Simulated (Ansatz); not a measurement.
`NC[SiH](O)O` + `N#CO` → `N#COCN` + `O[SiH2]O`  (substitution at a C–Si bond)

Program: Ansatz. Geometries: PBE0-D4/def2-TZVP. ΔE: electronic, gas phase. CBS: MP2 limit from def2 TZ/QZ plus the TZ coupled-cluster correction, frozen cores. This one scheme is used for every species. Functionals use def2-TZVPP. Each species was taken in one conformer, which may not be the lowest.

Q: Is it downhill or uphill in electronic energy at CCSD(T)/CBS, and by how much? (Best estimate.)

A: Ansatz gave: Uphill: ΔE = +7.2 kcal/mol.

Q: What do these levels give: PBE-D4, PBE, SCS-MP2/def2-TZVPP, CCSD(T)/def2-TZVPP, HF/def2-QZVPP, CCSD/CBS(def2)? (Estimate.)

A: The calculation gave: PBE-D4 5.9, PBE 4.9, SCS-MP2/def2-TZVPP 5.5, CCSD(T)/def2-TZVPP 6.5, HF/def2-QZVPP 1.9, CCSD/CBS(def2) 7.3 kcal/mol.

Largest T1 diagnostic among the species: 0.014.

From PBE to PBE0 (25 % exact exchange), in def2-TZVPP and without D4, ΔE moves by +1.1 kcal/mol. The D4 term adds +1.6 kcal/mol with B3LYP and +0.8 kcal/mol with PBE0; it sums over pairs of atoms, weighted by their polarisabilities, and B3LYP, whose exchange is more repulsive, gets the larger term.

B3LYP here is the variant with VWN-RPA as its local correlation; programs differ in this.
